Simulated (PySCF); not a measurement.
## Distorted geometries of [Pt3]+

[Pt3]+ (quartet). PySCF 2.14.0, UKS r2SCAN, Pt def2-SVP with ECP60; non-relativistic Hamiltonian with scalar-relativistic core potentials where named; density fitting; no spin-orbit coupling. Relaxed geometry:

```xyz
3

Pt    1.4524   -0.0302    0.0000
Pt   -0.7498    1.2456    0.0000
Pt   -0.7027   -1.2154    0.0000
```

**Question.** Order these distorted geometries by energy above the relaxed one, lowest first.
A.
```xyz
3

Pt    1.6497   -0.0794   -0.1476
Pt   -0.8935    1.4163   -0.1107
Pt   -0.7562   -1.3369    0.2582
```
B.
```xyz
3

Pt    1.4418   -0.0563   -0.0151
Pt   -0.7588    1.2443    0.0267
Pt   -0.6830   -1.1880   -0.0116
```
C.
```xyz
3

Pt    1.6116   -0.0507   -0.1331
Pt   -0.9169    1.2583    0.2398
Pt   -0.6946   -1.2076   -0.1067
```

**Answer.** B (0.02 eV), C (0.42 eV), A (1.24 eV).

**Question.** Which forces (eV/Å) act in the one that lies 0.42 eV up?

**Answer.** 
```
Pt  -2.39  0.13  0.21
Pt   1.33 -1.31 -0.27
Pt   1.06  1.18  0.07
```
Forces carry noise of the integration grid, about 0.01 to 0.03 eV/Å.

No frequency check is given that shows the relaxed geometry to be a minimum. Open shells may have lower solutions than the one found.
